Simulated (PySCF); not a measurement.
**Simulated absorption spectrum**

C7H5F3O.
SMILES: `C=CC1=C(OC(F)(F)F)C1=C`

Method: TDDFT CAM-B3LYP/def2-SVPD, vertical, gas phase, core orbitals frozen in the response (PySCF). Geometry: PBE0-D3(BJ)/def2-SVP, one conformer, isolated molecule. Torsions of this conformer, `[CH2:1]=[CH:2][C:3]1=[C:4]([O:5][C:6]([F:7])([F:8])[F:9])[C:10]1=[CH2:11]`: C1–C2–C3–C4 -179°, C3–C4–O5–C6 4°, C4–O5–C6–F7 -177°.

Broadening: Gaussians 0.25 eV wide at half height, area fixed by f = 4.319×10⁻⁹ ∫ε dν̃. The width is an assumption, not a result. The curve ends short of the highest state used, and states not computed would add to its high-energy end.

```
E (eV)  ε (L mol⁻¹ cm⁻¹)
  3.72                46
  3.81               630
  3.90              4175
  3.99             13483
  4.08             21221
  4.17             16279
  4.26              6087
  4.35              1109
  4.44                99
  4.53                 4
  4.62                 0
  4.72                 0
  4.81                 0
  4.90                 0
  4.99                 0
  5.08                 3
  5.17                44
  5.26               294
  5.35               948
  5.44              1492
  5.53              1145
  5.62               428
  5.71                78
  5.81                 5
  5.90                 0
  5.99                 7
  6.08               152
  6.17              1673
  6.26              9199
  6.35             25107
  6.44             34017
  6.53             24766
  6.62             17725
  6.71             22718
  6.80             21679
  6.89             10540
```

(1) Where are the band maxima, and which computed states make them?

(2) On this curve, what absorbance would a 10⁻⁵ mol/L sample give at 308 nm over a 1 cm path?

(3) Coming from long wavelengths, where does ε first pass 100 L mol⁻¹ cm⁻¹?

## Answers

(1) 303 nm (4.09 eV), ε about 21000, made up of S1 (100%); 227 nm (5.45 eV), ε about 1500, made up of S2 (100%); 193 nm (6.43 eV), ε about 34000, made up of S5 (92%); 184 nm (6.75 eV), ε about 24000, made up of S7 (98%) (ε in L mol⁻¹ cm⁻¹; maxima over ε = 5, shares over 10%). The states used: S1 4.09 eV (f 0.198); S2 5.45 eV (f 0.014); S3 6.35 eV (f 0.0040); S4 6.41 eV (f 0.020); S5 6.43 eV (f 0.291); S6 6.60 eV (f 0.0006); S7 6.76 eV (f 0.219); S8 7.30 eV (f 0.0020); S9 7.35 eV (f 0.0012); S10 7.49 eV (f 0.0068).

(2) 308 nm is 4.025 eV, where ε is about 18000 L mol⁻¹ cm⁻¹, so A = ε c l ≈ 0.18 (Beer–Lambert, with the gas-phase spectrum and the assumed width).

(3) At about 331 nm (3.74 eV), 0.35 eV below S1.

On an Intel Xeon 6975P-C with 2 threads, shared host with 48 logical CPUs at a one-minute load of 33, this took 49 s wall, 1.8 min CPU and 1.7 GiB of memory at its peak.
